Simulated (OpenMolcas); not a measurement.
# Tc IV: from CASSCF to CASPT2

```
Program             : OpenMolcas
Basis               : ANO-RCC-VTZP [7s6p4d2f1g]
Scalar Hamiltonian  : DKH3, point nucleus
Active space        : 4 electrons in 5 orbitals (4d)
State averaging     : 2S+1 = 5 even, 5 roots; 2S+1 = 3 even, 45 roots; 2S+1 = 1 even, 50 roots (49 in the spin-orbit step)
Spin-orbit coupling : RASSI with atomic mean-field integrals over the reference wave functions, term energies averaged over their components
```

Methods on the same reference wave functions:
A. CASSCF
B. SS-CASPT2, IPEA 0.25 Eh, imaginary shift 0.1 Eh (closed shells correlated: 4s 4p)
C. MS-CASPT2, IPEA 0.25 Eh, imaginary shift 0.1 Eh (closed shells correlated: 4s 4p)

Energies in cm⁻¹ above 4d⁴ ⁵D₀.

| Level | A | B | C |
| --- | --- | --- | --- |
| 4d⁴ ⁵D₀ | 0.0 | 0.0 | 0.0 |
| 4d⁴ ⁵D₁ | 321 | 346 | 345 |
| 4d⁴ ⁵D₂ | 897 | 945 | 944 |
| 4d⁴ ⁵D₃ | 1659 | 1711 | 1710 |
| 4d⁴ ⁵D₄ | 2556 | 2590 | 2590 |
| 4d⁴ ³H₄ | 18087 | 16000 | 15990 |
| 4d⁴ ³P₀(1) | 18283 | 14660 | 14660 |
| 4d⁴ ³H₅ | 18814 | 16820 | 16810 |
| 4d⁴ ³H₆ | 19484 | 17540 | 17530 |
| 4d⁴ ³P₁(1) | 20027 | 16430 | 16420 |
| 4d⁴ ³F₃(1) [69 %] | 20988 | 17830 | 17840 |
| 4d⁴ ³F₂(1) | 21180 | 17980 | 17980 |
| 4d⁴ ³F₄(1) [73 %] | 21383 | 18340 | 18330 |
| 4d⁴ ³P₂(1) | 22618 | 18960 | 18950 |
| 4d⁴ ³G₃ [69 %] | 23386 | 20230 | 20220 |
| 4d⁴ ³G₄ | 23874 | 20700 | 20700 |
| 4d⁴ ³G₅ | 24307 | 21240 | 21240 |
| 4d⁴ ¹I₆ | 28006 | 25140 | 25140 |
| 4d⁴ ³D₃ | 29217 | 24330 | 24330 |
| 4d⁴ ³D₂ | 29432 | 24560 | 24560 |
| 4d⁴ ³D₁ | 29805 | 24950 | 24950 |
| 4d⁴ ¹G₄(1) | 30087 | 26360 | 26360 |
| 4d⁴ ¹S₀ | 34248 | 28740 | 28730 |
| 4d⁴ ¹D₂(1) | 36069 | 30470 | 30470 |

Between B and C the level of the table that moves most is 4d⁴ ³P₂(1), by 11 cm-1 (lowest in C, highest in B). Moves below CASPT2's spread within the term are not significant.

From A to B the spin-free energies of the other terms of 4d⁴ shown, above ⁵D, scale by factors of 0.81 to 0.89, as is usual when dynamic correlation screens the repulsion within a d or f shell.

The lowest spin-free term lies below A's lowest term by 0.328 hartree in B, 0.328 hartree in C.

Term energies are means over components that CASPT2 splits; among the terms shown or strongly mixed into the levels shown the widest spread is 1200 cm-1 (4d⁴ ¹I, C). Some high roots are left out of the spin-orbit mixing, which shifts the levels that they would mix with. Without dynamic correlation excited terms often stand tens of per cent too high (terms of higher spin than the ground term too low), and those without a measured partner can miss by more than the paired ones (holds for A). The CASPT2 spread within a term exceeds the gap to the next term for 4d⁴ ³D and 4d⁴ ¹I, 4d⁴ ¹I and 4d⁴ ¹G(1), so the order of their levels is uncertain (holds for C). Only configurations of the active space appear. The table leaves out levels that lie high or whose names do not pair safely across all columns.

A share in square brackets marks a mixed level and gives the weight of the term that names it, the lowest over the columns. A number in round brackets counts repeated terms of one configuration in the order of the reference energies.
